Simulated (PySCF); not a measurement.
# Computed structure and properties of [TmCl2]+

System: [TmCl2]+ (singlet in the valence; each metal's 4f electrons, 12 of them, lie in its core potential, out of spins and levels); start: template (C2v). Method: PySCF 2.14.0, RKS PBE0, Tm lcecp-1-SVP with ECP58, Cl def2-SVP; non-relativistic Hamiltonian with scalar-relativistic core potentials where named; density fitting; no spin-orbit coupling.

Input of the relaxation:

```python
mol = gto.M(atom='''
Tm     0.00000     0.00000    -0.30810
Cl     2.35140    -0.00000     0.74420
Cl    -2.35140     0.00000     0.74420''',
    basis={'Tm': 'lcecp-1-SVP', 'Cl': 'def2-SVP'},
    ecp={'Tm': 'lcecp-1-SVP'},
    charge=1, spin=0)
mf = dft.RKS(mol, xc='PBE0')
mf.grids.atom_grid = (50, 194)  # f atoms: unpruned, at least (60, 302)
mf = mf.density_fit()  # fitting sets: Tm AutoAux, Cl def2-universal-JKFIT
mf.conv_tol = 1e-08; mf.max_cycle = 55
mf.kernel(dm0)  # dm0: converged density of the start geometry
# quasi-Newton relaxation in Cartesian coordinates to a largest gradient under 0.00045 Eh/bohr, steps kept in the point group
```

Run from Python with OMP_NUM_THREADS=2; the lines above give its settings. Where DIIS fails, smearing, a level shift and second-order steps follow.
It took 13 s on 2 threads of Arm Neoverse V1 (shared host), from the converged density of the start.

Course of the relaxation:

| step | energy above end (eV) | largest force component within the symmetry (eV/Å) |
| --- | --- | --- |
| 0 | 0.7299 | 2.381 |
| 1 | 0.2186 | 1.274 |
| 2 | 0.0925 | 0.862 |
| 3 | 0.0502 | 0.203 |
| 4 | 0.0234 | 0.310 |
| 5 | 0.0077 | 0.324 |
| 6 | 0.0004 | 0.076 |
| 7 | 0.0000 | 0.004 |

Relaxed geometry (C2v):

```xyz
3

Tm    0.0000    0.0000   -0.4787
Cl    1.9412    0.0000    0.8295
Cl   -1.9412    0.0000    0.8295
```

```tsv
contact	Å
Tm1–Cl2 (Cl)	2.341
Tm1–Cl3 (Cl)	2.341
```

On the finer grid (75, 302):

```json
{
 "HOMO": "-13.95 eV",
 "LUMO": "-8.34 eV",
 "Dipole about the centre of mass": "6.17 D",
 "Set of Mulliken populations of Tm1 outside the core potential": "s 2.26, p 6.24, d 1.19, f 0.04",
 "D3(BJ) dispersion energy (not in the energies)": "-0.066 eV"
}
```

```tsv
atom	Mulliken (e)	Löwdin (e)	spin (e)
Tm1	1.28	0.65	0.00
Cl2	-0.14	0.17	0.00
Cl3	-0.14	0.17	0.00
```

The 4f levels lie in the core potential and are missing. Their spin isn't counted.

On the grid (50, 194), as all that follows. Harmonic modes: a minimum; lowest 84 cm⁻¹ (negative: unstable), highest 404 cm⁻¹, zero-point energy 0.055 eV.

Taking off one Cl (charge -1, singlet; the rest: singlet) in vacuum, both parts rigid, costs 15.13 eV; the small basis without counterpoise inflates it. Most of it is the attraction of opposite charges; other ways to part are cheaper, and one spin state was tried for the rest.

Rigid scan of Cl along the line from its metal:

```
distance to Cl2 (Å)  energy (eV)
               2.04        1.152
               2.14        0.444
               2.24        0.097
               2.34        0.000
               2.44        0.075
               2.54        0.264
               2.74        0.840
               3.04        1.881
               3.44        3.188
               3.94        4.420
```

One start shape was tried, so this needn't be the lowest isomer.

An lcecp potential fixes the number of 4f electrons, so in runs with it no electron can move into or out of that shell.
